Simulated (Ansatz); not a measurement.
Consider the ligand exchange at a Zr–F bond: `[F][Zr]([SeH])([SeH])[SeH]` + H₂Se → `[SeH][Zr]([SeH])([SeH])[SeH]` + H–F.

Computed with Ansatz on PBE0-D4/def2-TZVP structures; ΔE is electronic, products minus reactants. CCSD(T)/CBS adds triple-zeta CCSD(T) − MP2 to the extrapolated MP2 energy (def2 sets, frozen cores). This one scheme is used for every species. DFT in def2-TZVPP. B3LYP here is the variant with VWN-RPA as its local correlation; programs differ in this. def2 core potentials past Kr. For Se, Zr outer-core shells are correlated without core-valence functions, which leaves a few kJ/mol of doubt a bond. Scalar relativity is left out up to krypton. Each species was taken in one conformer, which may not be the lowest.

```tsv
species	B3LYP energy (Eh)
`[F][Zr]([SeH])([SeH])[SeH]`	-7353.77064
H₂Se	-2402.79026
`[SeH][Zr]([SeH])([SeH])[SeH]`	-9656.03355
H–F	-100.49272
```

(1) Work out ΔE.

Largest T1 diagnostic among the species: 0.015.

Results:

(1) ΔE = (-9656.03355) + (-100.49272) − (-7353.77064) − (-2402.79026) = 0.03463 Eh = +90.9 kJ/mol. CCSD(T)/CBS gives +59.9 kJ/mol.

From PBE to PBE0 (25 % exact exchange), in def2-TZVPP and without D4, ΔE moves by −5.8 kJ/mol. In def2-TZVPP, CCSD(T) changes the Hartree–Fock value by −31.9 kJ/mol (the triples alone add −7.1 kJ/mol) and MP2 by −49.5 kJ/mol.
